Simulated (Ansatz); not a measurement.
`[F][Al]1[CH]=[CH]1` and `Cl[CH2][Al]1[CH]=[CH]1` differ in one atom or group.

Ansatz, PBE0-D4/def2-TZVP geometries, multiplicity 1. Each molecule was computed in one conformer, which needn't be the lowest.

```json
{"property": "LUMO energy (B3LYP/def2-TZVPP) / eV", "`[F][Al]1[CH]=[CH]1`": "-1.52"}
{"property": "HOMO energy (ωB97M-V/def2-TZVPP) / eV", "`[F][Al]1[CH]=[CH]1`": "-9.05"}
{"property": "HOMO–LUMO gap (PBE/def2-TZVPP) / eV", "`[F][Al]1[CH]=[CH]1`": "3.56"}
{"property": "size of the dipole moment (PBE/def2-TZVPP) / D", "`[F][Al]1[CH]=[CH]1`": "0.63"}
{"property": "zero-point energy (PBE0-D4/def2-TZVP) / kJ/mol", "`[F][Al]1[CH]=[CH]1`": "85.6"}
{"property": "size of the dipole moment (ωB97M-V/def2-TZVPP) / D", "`[F][Al]1[CH]=[CH]1`": "0.51"}
```

Question: What does the change do to each property? (An estimate is asked.)

Answer: Ansatz gave: 
| property | `Cl[CH2][Al]1[CH]=[CH]1` | shift |
| --- | --- | --- |
| LUMO energy (B3LYP/def2-TZVPP) / eV | -1.07 | 0.45 |
| HOMO energy (ωB97M-V/def2-TZVPP) / eV | -8.61 | 0.44 |
| HOMO–LUMO gap (PBE/def2-TZVPP) / eV | 3.57 | 0.01 |
| size of the dipole moment (PBE/def2-TZVPP) / D | 1.89 | 1.26 |
| zero-point energy (PBE0-D4/def2-TZVP) / kJ/mol | 151.7 | 66.1 |
| size of the dipole moment (ωB97M-V/def2-TZVPP) / D | 2.06 | 1.55 |

The zero-point energy changes by 66.1 kJ/mol with +9 modes. Dipoles are sizes alone; their direction can turn.

B3LYP here is the variant with VWN-RPA as its local correlation; programs differ in this.
